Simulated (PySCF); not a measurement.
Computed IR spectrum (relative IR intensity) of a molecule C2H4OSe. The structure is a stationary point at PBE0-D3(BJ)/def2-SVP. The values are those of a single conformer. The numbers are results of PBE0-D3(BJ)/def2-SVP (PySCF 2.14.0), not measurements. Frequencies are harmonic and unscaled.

ν (cm⁻¹): 73 (w), 608 (vw), 782 (m), 873 (vw), 1026 (m), 1150 (m), 1266 (s), 1307 (m), 1490 (vw), 3052 (vs), 3061 (w), 3127 (m) (against the strongest line: vs over 80 %, s over 45 %, m over 15 %, w over 4 %, vw less)

Question: Which structure fits?
A. O=CC[SeH]
B. C1OC[Se]1
C. C[Se]C=O

Answer: B, C1OC[Se]1
